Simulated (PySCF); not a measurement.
Geometry:
```csv
atom,x (Å),y (Å),z (Å)
N1,-1.678,0.863,0.122
C2,-1.054,-0.402,0.503
Si3,0.602,-0.703,-0.361
N4,1.572,0.718,-0.085
H5,-1.973,0.820,-0.852
H6,-0.972,1.599,0.153
H7,-0.896,-0.416,1.598
H8,-1.752,-1.235,0.315
H9,0.413,-0.772,-1.845
H10,1.222,-1.998,0.091
H11,2.268,0.968,-0.779
H12,1.939,0.889,0.846
```

Geometry: PBE0-D3(BJ)/def2-SVP; GIAO absolute shieldings from PySCF, gas phase, non-relativistic, averaged over equivalent atoms.

At PBE0/pcSseg-1 (115 basis functions, 8.6 s wall time on 1 thread of an Arm Neoverse V1, shared host):
```json
{"atoms": "N1", "σ (ppm)": "247.9"}
{"atoms": "N4", "σ (ppm)": "264.5"}
{"atoms": "C2", "σ (ppm)": "153.9"}
{"atoms": "Si3", "σ (ppm)": "381.0"}
{"atoms": "H9/H10", "σ (ppm)": "26.72"}
{"atoms": "H7/H8", "σ (ppm)": "29.10"}
{"atoms": "H5/H6", "σ (ppm)": "31.01"}
{"atoms": "H11/H12", "σ (ppm)": "31.45"}
```

Task: Predict the values at CAM-B3LYP/pcSseg-2 on the same geometry.

Result: 
```
  atoms  σ at CAM-B3LYP/pcSseg-2  change
     N1                    245.4    -2.5
     N4                    258.7    -5.8
     C2                    149.6    -4.3
    Si3                    359.3   -21.7
 H9/H10                    26.75   +0.03
  H7/H8                    29.16   +0.06
  H5/H6                    30.88   -0.13
H11/H12                    31.32   -0.13
```

The largest change is at Si3 (silicon bonded to C, N, 2 H). Cost: 263 basis functions, 50 s wall time on 1 thread of an Arm Neoverse V1, shared host.
